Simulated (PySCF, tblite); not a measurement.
Calculations on `Clc1cc(sc1)BC`, in the order of a workflow; each names the level of the geometry that it ran on. Settings lines and outputs come from a driver script.

Species: C5H6BClS.
Bonds: C1–B2, B2–C3, C3–C4 (aromatic), C4–C5 (aromatic), C5–Cl6, C5–C7 (aromatic), C7–S8 (aromatic), C3–S8 (aromatic). Hydrogens: H9, H10, H11 on C1; H12 on B2; H13 on C4; H14 on C7.

Step 1: GFN2-xTB geometry optimisation, gas phase (tblite 0.8.0) (from a force-field or distance-geometry start)
```json
{"job": {"kind": "relax", "xc": "GFN2-xTB", "basis": "xTB"}, "charge": 0, "multiplicity": 1}
```
```
step      E/eV     max force
  0    -618.82411    4.310
  1    -619.16032    1.675
  2    -619.26165    0.863
...
 79    -619.70388    0.025
 80    -619.70393    0.024
 81    -619.70398    0.022
 82    -619.70401    0.012
 83    -619.70402    0.007
```

Energy lowered by 20.3 kcal/mol over 83 steps; largest atomic force 0.007 eV/Å at the end. «max force» is the largest atomic force in eV/Å.

Time: 2.2 s wall, 1.9 s CPU. Hardware: one thread of an Intel Xeon at 2.50 GHz, no GPU (shared host).

Step 2: GFN2-xTB harmonic vibrations, gas phase (tblite 0.8.0) (on the GFN2-xTB geometry)
```json
{"job": {"kind": "ir", "xc": "GFN2-xTB", "basis": "xTB"}, "charge": 0, "multiplicity": 1}
```
```
(table of modes left out)
```

36 modes from 40 to 3168 cm⁻¹ (unscaled, harmonic); zero-point energy 59.4 kcal/mol; all wavenumbers are real at this level.

The run took 1.6 s wall on an Intel Xeon at 2.50 GHz with one thread, on a shared host.

Step 3: TDDFT wB97X-D/def2-SVPD, vertical, gas phase, core orbitals frozen in the response (PySCF 2.14.0, density-fitted response routines) (on the GFN2-xTB geometry)
```json
{"job": {"kind": "uv", "xc": "wB97X-D", "basis": "def2-SVPD", "nstates": 8, "ntriplets": 3}, "charge": 0, "multiplicity": 1}
```
```
...
Static polarisability (au): isotropic 105.663, principal 67.102 110.230 139.658
Singlet excitations
state   eV       nm        f      main configurations
  1   4.7063    263.4   0.12684   H->L 0.94
  2   5.1886    239.0   0.17864   H-1->L 0.95
  3   5.8588    211.6   0.00001   H-3->L 0.68, H-2->L 0.24
  4   6.1273    202.3   0.00194   H-4->L 0.56, H-2->L 0.22, H-3->L 0.14
  5   6.2765    197.5   0.00002   H->L+2 0.43, H->L+3 0.34
  6   6.6930    185.2   0.00120   H-1->L+2 0.49, H-1->L+3 0.27
  7   6.7433    183.9   0.00317   H-2->L 0.34, H-4->L 0.31, H-6->L 0.18
  8   6.8399    181.3   0.39636   H->L+1 0.86
Triplet excitations (Tamm-Dancoff, eV): 3.3625 3.7827 5.4263
```

HOMO -8.98 eV, LUMO -0.35 eV; lowest singlet 4.71 eV; lowest triplet 3.36 eV (Tamm–Dancoff); mean polarisability 105.7 au.

Time: 2.9 min wall, 2.1 min CPU (grids of density and orbitals included); peak memory 0.93 GiB. Hardware: one thread, Intel Xeon at 2.50 GHz (x86_64), on a shared host.

Geometry of the electronic-property runs (GFN2-xTB):
```
atom  x, y, z in Å
C1    -2.485    0.277    0.255
B2    -1.389   -0.793    0.606
C3     0.107   -0.485    0.484
C4     0.746    0.662    0.072
C5     2.148    0.563    0.081
Cl6    3.195    1.846   -0.389
C7     2.599   -0.656    0.502
S8     1.303   -1.696    0.888
H9    -2.122    1.298    0.183
H10   -3.308    0.261    0.967
H11   -2.927    0.024   -0.709
H12   -1.708   -1.868    0.948
H13    0.226    1.551   -0.232
H14    3.615   -0.983    0.603
```

 (This holds for the electronic-property runs.)

One conformer stands for the species.

The pairwise dispersion term of wB97X-D wasn't added to the energies; at a given geometry it leaves orbitals and properties as they are.
